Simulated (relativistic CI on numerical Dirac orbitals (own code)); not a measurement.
# Sensitivity of the levels of Er27+ to α and to the nuclear radius

Computed by Dirac-Coulomb-Breit CI, KLI orbitals optimised for each configuration, derivatives by finite differences, unscaled Slater integrals, QED left out (own radial code, finite nucleus).

Configuration list (outside the closed core [Ar] 3d10): 4s2 4p6 4d5, 4s2 4p5 4d6, 4s2 4p4 4d7, 4s 4p6 4d6, 4p6 4d7, 4s2 4p6 4d4 5s, 4s 4p5 4d7, 4s2 4p6 4d3 5s2. Levels of other configurations are missing.

With x = (α/α₀)² − 1 an excitation energy changes as ω = ω₀ + qx; K = 2q/ω₀ is the relative enhancement. Terms are leading LS components, so labels can repeat. The field-shift factor is F = δν/δ⟨r²⟩ for the transition from the lowest level.

Lowest level 4s2 4p6 4d5 6S_5/2.

| Level | ω₀ (cm⁻¹) | q (cm⁻¹) | K | F (GHz/fm²) |
| --- | --- | --- | --- | --- |
| 4s2 4p6 4d5 6S_5/2 | 59896.8 | 57810 | 1.93 | 1.34 |
| 4s2 4p6 4d5 4G_7/2 | 95368.9 | 63760 | 1.34 | 1.5 |
| 4s2 4p6 4d5 4D_3/2 | 95630.9 | 65590 | 1.37 | 1.24 |
| 4s2 4p6 4d5 4G_11/2 | 104005.4 | 65610 | 1.26 | 1.83 |
| 4s2 4p6 4d5 4G_9/2 | 112710.6 | 71140 | 1.26 | 1.81 |
| 4s2 4p6 4d5 4D_5/2 | 115084.6 | 81270 | 1.41 | 1.73 |
| 4s2 4p6 4d5 4P_1/2 | 117708.9 | 81870 | 1.39 | 1.52 |
| 4s2 4p6 4d5 2F_7/2 | 133849.8 | 69860 | 1.04 | 1.43 |
| 4s2 4p6 4d5 2D_5/2 | 151295.2 | 128400 | 1.7 | 2.7 |
| 4s2 4p6 4d5 2D_3/2 | 160826.5 | 92330 | 1.15 | 2.24 |
| 4s2 4p6 4d5 4D_7/2 | 169786.8 | 144200 | 1.7 | 2.94 |
| 4s2 4p6 4d5 2I_11/2 | 177707.5 | 143600 | 1.62 | 3.47 |
| 4s2 4p6 4d5 4G_9/2 | 181452.6 | 141100 | 1.56 | 3.09 |

At this charge energies of transitions that change n are usually good to better than 1 %, and those within a shell (Δn = 0) to a few per cent. Terms inside the open d or f shell come out 10 to 20 % too wide with unscaled integrals.
